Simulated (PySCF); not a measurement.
**Germanium: a sound run and one with changed settings**

Sound run: Ge [Ar] 3d10 4s2 4p2, Ge⁺ [Ar] 3d10 4s2 4p1. Computed with PySCF 2.14 in x2c-SVPall (5s4p3d, 32 functions), with scalar relativity by spin-free X2C-1e. In the sound run the correlated levels freeze [Ar] 3d10. The sound run starts from symmetry-adapted Hartree-Fock orbitals and uses a fine grid where one is needed.

A second run was set up differently.

```csv
species,method,sound run (hartree),changed run (hartree),converged
Ge,MP2,-2096.72653,-2096.89844,yes
Ge⁺,MP2,-2096.44531,-2096.61492,yes
```

Ionisation energy of Ge:

```json
{"method": "UHF", "sound run (eV)": "7.413", "changed run (eV)": "7.413"}
{"method": "MP2", "sound run (eV)": "7.652", "changed run (eV)": "7.715"}
{"method": "SCS-MP2", "sound run (eV)": "7.588", "changed run (eV)": "7.626"}
```

Question: What was changed?
A. all electrons correlated in a valence basis
B. a valence shell is frozen
C. minimal basis
D. too few SCF iterations

Answer: A. A valence basis has no tight correlating functions, so it recovers only part of the core correlation, and not evenly between atom and ion.
